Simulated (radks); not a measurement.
The numbers below are computed, except where a source is named.
Task: Isoelectronic series with 13 electrons, each ion in its NIST ground configuration. Code: a radial shooting solver on a logarithmic mesh with Libxc functionals. Model: Dirac Kohn-Sham, PBE, spin-unpolarised, spherical densities, finite nucleus; open shells fill j = l - 1/2 first; Fermi nuclear charge, rms radius of each element as measured or else 0.836 A^(1/3) + 0.57 fm. Total energies (hartree) and orbital eigenvalues (hartree) (* marks an orbital that is empty in some or all of the ions):

| ion | configuration | E (hartree) | 3p3/2* | 3p1/2 | 3s1/2 | 2p3/2 |
|---|---|---|---|---|---|---|
| Al | [Ne] 3s2 3p1 | -242.68517 | -0.09929 | -0.09989 | -0.28468 | -2.55321 |
| P2+ | [Ne] 3s2 3p1 | -340.84324 | -0.89074 | -0.89365 | -1.24744 | -5.42943 |
| Cl4+ | [Ne] 3s2 3p1 | -456.66658 | -2.18436 | -2.19198 | -2.71052 | -9.37206 |
| K6+ | [Ne] 3s2 3p1 | -590.17091 | -3.94602 | -3.96183 | -4.64355 | -14.34081 |
| Sc8+ | [Ne] 3s2 3p1 | -741.41633 | -6.16513 | -6.19391 | -7.03836 | -20.32344 |
| V10+ | [Ne] 3s2 3p1 | -910.48525 | -8.83723 | -8.88528 | -9.89265 | -27.31489 |
| Mn12+ | [Ne] 3s2 3p1 | -1097.47613 | -11.96031 | -12.03565 | -13.20653 | -35.31292 |
| Co14+ | [Ne] 3s2 3p1 | -1302.50182 | -15.53349 | -15.64612 | -16.98141 | -44.31670 |
| Cu16+ | [Ne] 3s2 3p1 | -1525.68850 | -19.55659 | -19.71868 | -21.21952 | -54.32618 |
| Ga18+ | [Ne] 3s2 3p1 | -1767.17571 | -24.02980 | -24.25599 | -25.92373 | -65.34185 |
| As20+ | [Ne] 3s2 3p1 | -2027.11681 | -28.95365 | -29.26127 | -31.09747 | -77.36456 |
| Rb24+ | [Ne] 3s2 3p1 | -2603.04486 | -40.15626 | -40.69096 | -42.86951 | -104.4360 |
| Nb28+ | [Ne] 3s2 3p1 | -3254.98754 | -53.17220 | -54.04287 | -56.57228 | -135.5527 |
| Tc30+ | [Ne] 3s2 3p1 | -3610.00593 | -60.36321 | -61.45265 | -64.16115 | -152.6326 |
| Rh32+ | [Ne] 3s2 3p1 | -3984.71243 | -68.01146 | -69.35950 | -72.24980 | -170.7299 |

Estimate the row of Br22+ ([Ne] 3s2 3p1).

Result: E (hartree) -2305.67924; 3p3/2* -34.32883; 3p1/2 -34.73820; 3s1/2 -36.74461; 2p3/2 -90.39549.
